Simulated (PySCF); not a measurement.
# BrF: frontier orbitals

PW91 at R = 1.776 Å; Br def2-SVP, F def2-SVP; no relativity (PySCF 2.14). State: ¹Σ⁺ (singlet), closed shell. Only the outer orbitals are listed, counted within each symmetry.

```json
{"orbital": "8σ", "occ.": "2", "ε (eV)": "-29.29", "on Br (%)": "10", "main shells (%)": "88 F s"}
{"orbital": "9σ", "occ.": "2", "ε (eV)": "-19.64", "on Br (%)": "86", "main shells (%)": "86 Br s, 8 F s"}
{"orbital": "10σ", "occ.": "2", "ε (eV)": "-12.37", "on Br (%)": "36", "main shells (%)": "61 F p, 30 Br p"}
{"orbital": "4π", "occ.": "2", "ε (eV)": "-10.48", "on Br (%)": "25", "main shells (%)": "75 F p, 24 Br p"}
{"orbital": "4π", "occ.": "2", "ε (eV)": "-10.48", "on Br (%)": "25", "main shells (%)": "75 F p, 24 Br p"}
{"orbital": "5π", "occ.": "2", "ε (eV)": "-7.14", "on Br (%)": "77", "main shells (%)": "76 Br p, 23 F p"}
{"orbital": "5π", "occ.": "2", "ε (eV)": "-7.14", "on Br (%)": "77", "main shells (%)": "76 Br p, 23 F p"}
{"orbital": "11σ", "occ.": "0", "ε (eV)": "-4.36", "on Br (%)": "74", "main shells (%)": "68 Br p, 27 F p"}
{"orbital": "12σ", "occ.": "0", "ε (eV)": "6.66", "on Br (%)": "102", "main shells (%)": "99 Br s"}
{"orbital": "6π", "occ.": "0", "ε (eV)": "11.84", "on Br (%)": "96", "main shells (%)": "93 Br d"}
```

**Question.** Which are the highest filled and the lowest empty level, where do they sit, and how wide is the gap?

**Answer.** Highest filled 5π at -7.14 eV (in %: 76 Br p, 23 F p); lowest empty 11σ at -4.36 eV (in %: 68 Br p, 27 F p); the gap at PW91 is 2.78 eV.

| Quantity | Value |
| --- | --- |
| bond order (Mayer) | 0.97 |
| ⟨S²⟩ | 0.000 |
| charge on Br (Mulliken, basis-dependent) | 0.28 |
| charge on Br (Löwdin, basis-dependent) | 0.23 |
| dipole moment (positive dipole means Br(−)F(+)) | -1.43 D |

Shares are Mulliken populations and can fall outside 0 to 100 %.
